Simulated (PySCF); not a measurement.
Mass spectrum arithmetic for `CC[C@@H](C)P[SiH2]C`

Species: `CC[C@@H](C)P[SiH2]C`.

Calculated from isotope tables alone.

(1) Molar mass and exact mass?

(2) What cluster does the molecular ion M+• show when like nominal masses merge?

(3) Which m/z would the protonated, sodiated and deprotonated molecule have?

(4) List the species in which a single atom is changed from its most abundant isotope.

(5) What resolving power m/Δm just matches the spacing of the species with one 29Si and with one 13C?

(6) What share of all molecules is the monoisotopic species?

(7) Elemental analysis, calculated?

Results:

(1) For C5H15PSi, with standard atomic weights, 5 × 12.011 + 1 × 30.974 + 1 × 28.085 + 15 × 1.008 = 134.234 g/mol. From the most abundant isotopes (12C, 31P, 28Si, 1H), 5 × 12.000000 + 1 × 30.973762 + 1 × 27.976927 + 15 × 1.007825 = 134.0681 u.

(2) 
```json
{"nominal mass": "134", "m/z (centroid)": "134.0675", "relative intensity": "100.0"}
{"nominal mass": "135", "m/z (centroid)": "135.0691", "relative intensity": "10.7"}
{"nominal mass": "136", "m/z (centroid)": "136.0652", "relative intensity": "3.8"}
{"nominal mass": "137", "m/z (centroid)": "137.0681", "relative intensity": "0.2"}
```

Lines under 0.1 % of the tallest are left out. One electron mass, 0.00055 u, is taken off. Abundances used (%; other tables differ somewhat): 12C 98.93, 13C 1.07; 28Si 92.2297, 29Si 4.6832, 30Si 3.0872; 1H 99.9885, 2H 0.0115.

(3) [M+H]+ 135.0753, [M+Na]+ 157.0573, [M−H]− 133.0608, for the monoisotopic species (arithmetic only; whether such ions form is another matter).

(4) Intensity in % of the monoisotopic species:

| isotope | mass shift (u) | m/z | intensity (%) |
| --- | --- | --- | --- |
| 29Si | +0.99957 | 135.0671 | 5.08 |
| 13C | +1.00335 | 135.0709 | 5.41 |
| 2H | +1.00628 | 135.0738 | 0.17 |
| 30Si | +1.99684 | 136.0644 | 3.35 |

Species under 0.02 % are left out.

(5) They lie 0.00379 u apart at mass 135.07, so m/Δm is about 36000.

(6) 0.9893^5 × 1 × 0.922297 × 0.999885^15 = 87.25 %.

(7) C 44.74 %, P 23.07 %, Si 20.92 %, H 11.26 %.
